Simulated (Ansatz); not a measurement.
Program: Ansatz. Geometries: PBE0-D4/def2-TZVP. ΔE: electronic, gas phase. CCSD(T)/CBS is the MP2 limit (def2-TZVPP, def2-QZVPP) plus CCSD(T) − MP2 in def2-TZVPP, frozen cores. Functionals use def2-TZVPP. B3LYP here is the variant with VWN-RPA as its local correlation; programs differ in this. For Ge outer-core shells are correlated without core-valence functions, which leaves a few kJ/mol of doubt a bond. Scalar relativity is left out up to krypton. Each species was taken in one conformer, which may not be the lowest.

Consider the formal exchange of groups at the Si–N bond: `[SiH3][N]([SiH3])[GeH3]` + `CSCF` → `FCSC[SiH3]` + `[SiH3][NH][GeH3]`.

```tsv
level	ΔE (eV)
PBE0-D4	0.64
ωB97M-V	0.67
B2PLYP	0.68
PBE0	0.61
B3LYP	0.64
SCS-MP2/def2-TZVPP	0.73
HF/def2-QZVPP	0.76
HF/CBS(def2)	0.76
```

**Question.** What does CCSD(T)/CBS give? (Estimate.)

**Answer.** The calculation gave: +0.70 eV. The listed levels differ from it by -0.06, -0.03, -0.02, -0.09, -0.06, 0.03, 0.06, 0.06 eV.

Largest T1 diagnostic among the species: 0.012.

The D4 term adds +0.05 eV with B3LYP and +0.02 eV with PBE0; it sums over pairs of atoms, weighted by their polarisabilities, and B3LYP, whose exchange is more repulsive, gets the larger term. From PBE to PBE0 (25 % exact exchange), in def2-TZVPP and without D4, ΔE moves by +0.04 eV.
